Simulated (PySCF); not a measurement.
SMILES c1ccc([SiH2]c2cccs2)nc1 (C₉H₉NSSi) at its GFN2-xTB optimised geometry (Å):

```
21

C     -2.9980    -1.9470     0.0000
C     -3.6459    -0.7217    -0.0008
C     -2.8812     0.4316    -0.0018
C     -1.4924     0.3359     0.0005
Si    -0.4101     1.8880    -0.0387
C      1.3434     1.4862     0.4596
C      1.9334     0.2891     0.7408
C      3.2995     0.3945     1.0756
C      3.7427     1.6777     1.0459
S      2.4978     2.7778     0.6078
N     -0.8830    -0.8464     0.0000
C     -1.6115    -1.9470     0.0000
H     -3.5506    -2.8740     0.0012
H     -4.7259    -0.6693    -0.0007
H     -3.3465     1.4057    -0.0033
H     -0.9813     2.8759     0.8900
H     -0.4371     2.4509    -1.3975
H      1.3857    -0.6348     0.6987
H      3.9231    -0.4454     1.3268
H      4.7259     2.0513     1.2542
H     -1.0536    -2.8759     0.0000
```

Calculation: PBE/def2-SVP run with PySCF. Cells within 0.4 Å of a nucleus heavier than hydrogen are left out (blank, or x).

Map of the HOMO−1 amplitude (bohr^(-3/2)) on the plane z = 0.8 Å; orbital energy -5.66 eV, overall sign arbitrary:

```
|4444444444444444444444444444444|
|4444444444444444444444444444444|
|4444444444444444444444444444444|
|4444444444444444444444444444444|
|4444444444444444444444444444444|
|4444444444444444444444444444444|
|4444444444443334444444444444444|
|4444444444433333444444444444444|
|4444444444432123444543344444444|
|44444444444320234456xx344444444|
|4444444444433234566654455544444|
|44444444444444456896545x8654444|
|444444444444555569x6446x9654444|
|4444444444345555567534687554444|
|4444444443345554556x24x86544444|
|4444444444345433457x44675544444|
|4444434444445312346654555444444|
|4444434444455201345544444444444|
|4444444443445322344444444444444|
|4444444443344433344444444444444|
|4444444443334444444444444444444|
|4444444444344544444444444444444|
|4444444444444444444444444444444|
|4444444444444444444444444444444|
|4444444444444444444444444444444|
|4444444444444444444444444444444|
|4444444444444444444444444444444|
|4444444444444444444444444444444|
|4444444444444444444444444444444|
|4444444444444444444444444444444|
|4444444444444444444444444444444|
```
Scale: ten equal steps from -0.084 (start of '0') to 0.108 (end of '9'), in the order '0123456789'; x runs from -7.00 to 7.00, y from -7.00 (bottom) to 7.00 (top).
